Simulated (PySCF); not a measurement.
ECD: `C=C[C@@H]1O[C@@H](C#N)[GeH2]1`, C₅H₇GeNO

Molfile (atoms numbered from 1):
```
C5H7GeNO
     RDKit          3D

 15 15  0  0  0  0  0  0  0  0999 V2000
    1.8066   -0.6618   -1.3698 C   0  0  0  0  0  0  0  0  0  0  0  0
    1.7547    0.1542   -0.3310 C   0  0  0  0  0  0  0  0  0  0  0  0
    0.7621    0.0626    0.7726 C   0  0  2  0  0  0  0  0  0  0  0  0
   -0.1716   -1.0018    0.6602 O   0  0  0  0  0  0  0  0  0  0  0  0
   -1.3104   -0.4398    0.0038 C   0  0  1  0  0  0  0  0  0  0  0  0
   -2.5485   -0.9606    0.4948 C   0  0  0  0  0  0  0  0  0  0  0  0
   -3.5532   -1.3260    0.9047 N   0  0  0  0  0  0  0  0  0  0  0  0
   -0.7453    1.4192    0.5999 Ge  0  0  0  0  0  4  0  0  0  0  0  0
    1.1287   -1.4938   -1.4627 H   0  0  0  0  0  0  0  0  0  0  0  0
    2.5479   -0.5518   -2.1421 H   0  0  0  0  0  0  0  0  0  0  0  0
    2.4556    0.9734   -0.2200 H   0  0  0  0  0  0  0  0  0  0  0  0
    1.2716   -0.0093    1.7395 H   0  0  0  0  0  0  0  0  0  0  0  0
   -1.2594   -0.5811   -1.0854 H   0  0  0  0  0  0  0  0  0  0  0  0
   -0.7078    2.5236   -0.4489 H   0  0  0  0  0  0  0  0  0  0  0  0
   -1.4355    1.9010    1.8626 H   0  0  0  0  0  0  0  0  0  0  0  0
  1  2  2  0
  2  3  1  0
  3  4  1  0
  4  5  1  0
  5  6  1  0
  6  7  3  0
  5  8  1  0
  8  3  1  0
  1  9  1  0
  1 10  1  0
  2 11  1  0
  3 12  1  1
  5 13  1  6
  8 14  1  0
  8 15  1  0
M  END
```

Method used: TDDFT CAM-B3LYP/aug-cc-pVDZ circular dichroism and optical rotation, one conformer, gas phase (PySCF). Geometry: GFN2-xTB.

The molecule is flexible and this is one conformer; a measurement averages over conformers. The calculation is non-relativistic, which matters for the atoms heavier than Zn.

Problem. What are the CIP labels of the stereocentres?

Solution. C3 R, C5 R.

Problem. Which excitations and rotatory strengths does the calculation give?

Solution. Rotatory strengths R in 10⁻⁴⁰ esu² cm², velocity form and length form (origin at the centre of mass); f in length form.
```
state  E (eV)  λ (nm)      f  R (velocity)  R (length)                                    main
    1    5.74     216  0.050         +52.5       +54.1        HOMO→LUMO 0.61, HOMO−1→LUMO 0.30
    2    5.95     208  0.018         -30.9       -30.7        HOMO−1→LUMO 0.51, HOMO→LUMO 0.30
    3    6.04     205  0.076        +210.2      +211.0      HOMO→LUMO+2 0.38, HOMO→LUMO+1 0.12
    4    6.32     196  0.059         -51.0       -52.2    HOMO−1→LUMO+2 0.28, HOMO→LUMO+2 0.25
    5    6.51     190  0.216         -11.9        -9.9      HOMO→LUMO+1 0.58, HOMO→LUMO+2 0.15
    6    6.79     183  0.081         -46.3       -47.6      HOMO→LUMO+3 0.50, HOMO→LUMO+2 0.10
    7    6.86     181  0.023         -26.5       -26.4  HOMO−1→LUMO+3 0.18, HOMO−1→LUMO+1 0.18
    8    7.02     177  0.010         +22.7       +23.0    HOMO−2→LUMO 0.34, HOMO−1→LUMO+1 0.17
    9    7.10     175  0.013         -11.4       -11.1      HOMO→LUMO+4 0.18, HOMO−2→LUMO 0.12
   10    7.16     173  0.046         -10.9       -11.0      HOMO→LUMO+5 0.21, HOMO−2→LUMO 0.18
   11    7.22     172  0.041         -42.4       -42.5      HOMO→LUMO+5 0.35, HOMO→LUMO+4 0.15
   12    7.24     171  0.003          +8.0        +7.6    HOMO→LUMO+4 0.39, HOMO−1→LUMO+3 0.10
```

Among the states computed, the strongest CD band (largest |R|) is state 3. The largest dissymmetry factor in size, g = 4R/(D+G), with D and G the electric and magnetic dipole strengths, is +0.026 for state 8 (velocity form, f = 0.009), among bands with |R| over 0.5. The mirror image has the same energies and oscillator strengths and all R with the opposite sign.
